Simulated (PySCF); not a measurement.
Computed Raman spectrum (relative Raman activity) of a molecule C3H4F2Si. Geometry: PBE0-D3(BJ)/def2-SVP. One conformer was computed; it need not be the lowest. Computed with PBE0-D3(BJ)/def2-SVP (PySCF). Frequencies are harmonic and unscaled.

ν (cm⁻¹): 124 (vw), 128 (vw), 369 (vw), 603 (w), 742 (vw), 1419 (w), 1422 (w), 2180 (s), 3067 (vs), 3177 (vs), 3472 (m) (against the strongest line: vs over 80 %, s over 45 %, m over 15 %, w over 4 %, vw less)

**Question.** Identify the compound among the candidates.
(A) C#CC(F)(F)[SiH3]
(B) C=C=C[SiH](F)F
(C) C#C[Si](C)(F)F
(D) FC(F)C#C[SiH3]

**Answer.** C, C#C[Si](C)(F)F
